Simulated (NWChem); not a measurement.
A series in which one site is exchanged, each optimised at PBE0/def2-SVP with NWChem, gas phase unless a solvent is named. For some, no frequency run checked for a minimum. def2 effective core potentials on I; no spin-orbit coupling.

A: [I][Al]([I])[F] (AlI$_{2}$F; site = I)
B: [F][Al]([F])[I] (AlIF2; site = F)
C: [F][AlH][I] (AlHIF; site = H)
D: [F][Al]([Cl])[I] (AlIClF; site = Cl)

Problem. Rank them by vertical ionisation energy, ΔSCF, CAM-B3LYP/def2-SVP (eV), lowest first.

Solution. A (10.15), C (10.45), D (10.64), B (10.84)
